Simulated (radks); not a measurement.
The numbers below are computed, except where a source is named.
Q: These are the eigenvalues of the occupied orbitals of an atom or ion with whole-number occupations (eV). Code: a radial shooting solver on a logarithmic mesh with Libxc functionals. Model: scalar-relativistic Kohn-Sham, r2SCAN, spin-polarised, spherical densities, finite nucleus; meta-GGA in the generalised Kohn-Sham scheme; Fermi nuclear charge, rms radius of each element as measured or else 0.836 A^(1/3) + 0.57 fm.

1s: -19069.70
2s: -2862.892
2p: -2577.343
3s: -654.2499
3p: -559.6141
3d: -405.7405
4s: -237.4200

Which element is it, and in what charge state? The configuration may be excited. Open shells, if any, are filled with parallel spins first.

A: Z = 41, niobium, charge +11: Nb11+ in [Ar] 3d10 4s2. The list shows which subshells hold electrons but not how many an open one holds; the 1s level, -700.8 hartree, gives Z - s = 37.4 by -(Z - s)^2/2, which with screening and relativity narrows Z to a few neighbours, and the depths of the outer levels then fix element, charge and occupations together.
